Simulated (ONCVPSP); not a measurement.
# Before and after: ONCV potential for tellurium

```
Element                 : tellurium (Te)
Generator               : ONCVPSP 4.0.1
Type                    : optimised norm-conserving Vanderbilt (ONCV)
Functional              : PBEsol
Relativity              : non-relativistic
Frozen core             : [Kr] 4d10
Valence charge          : 6
Reference configuration : 5s2 5p4
Partial waves           : 5s: rc 1.60 bohr, ncon 3, nbas 6, qcut 3.6 1/bohr, 2 projectors, debl 1.4 Ha; 5p: rc 2.25 bohr, ncon 4, nbas 8, qcut 3.3 1/bohr, 1 projector
Local potential         : polynomial inside 1.30 bohr (lpopt 4, dvloc0 2 Ha)
Core correction         : none
```

All-electron outer shells of the reference configuration (PBEsol, non-relativistic, ld1.x):

```json
{"shell": "4p", "level (eV)": "-111.61", "outermost node (bohr)": "0.39", "outermost maximum (bohr)": "0.75"}
{"shell": "4d", "level (eV)": "-43.65", "outermost node (bohr)": "0.36", "outermost maximum (bohr)": "0.81"}
{"shell": "5s", "level (eV)": "-13.99", "outermost node (bohr)": "0.95", "outermost maximum (bohr)": "1.87"}
{"shell": "5p", "level (eV)": "-6.03", "outermost node (bohr)": "1.01", "outermost maximum (bohr)": "2.20"}
```

Change: all radii scaled by about 1.19 (s 1.90, p 2.68 bohr); local potential polynomial inside 1.54 bohr (lpopt 4, dvloc0 2 Ha).

Cutoffs: the cutoffs (Ha) at which the residual kinetic energy of the hardest occupied pseudo-wave falls to 1 and 0.1 mHa per electron; they do not see the model core or the augmentation charge, which bear on the density cutoff. Errors are all-electron minus pseudo energies relative to the spin-unpolarised reference configuration.

Task: How do hardness, ghosts and transferability respond?

Result: The potential gets softer (7.7 Ha and 37 Ha → 7.4 Ha and 22 Ha); the lowest positive-energy flag moves from s at 29.2 eV to s at 83.2 eV; of the 4 tests that both files solve, the error grows in 3 and shrinks in 0 by more than 15 % and 0.3 meV (median size 14.2 → 47.8 meV); neither file shows a bound ghost. A larger radius leaves more room for a smooth pseudo-wave, so fewer plane waves are needed. More of the atom is replaced by a form fitted at one configuration, so other configurations suffer.

```
                            quantity                base             changed
                       cutoff, loose              7.7 Ha              7.4 Ha
                       cutoff, tight               37 Ha               22 Ha
             loose cutoff by channel  s 7.7 Ha, p 6.9 Ha  s 7.4 Ha, p 3.5 Ha
                        bound ghosts                none                none
         GHOST(+) flags under 300 eV        s at 29.2 eV        s at 83.2 eV
 error for 5s2 5p3, meV [ΔE 9.80 eV]                +1.1                -1.0
error for 5s2 5p2, meV [ΔE 27.75 eV]                -1.3                 -16
error for 5s2 5p1, meV [ΔE 54.60 eV]                 -27                 -79
error for 5s2 5p0, meV [ΔE 90.93 eV]                -113                -243
```

Base: The cutoffs count occupied waves only; projector 2 of the s channel, the hardest unoccupied one, needs 44 Ha at the loose tolerance.
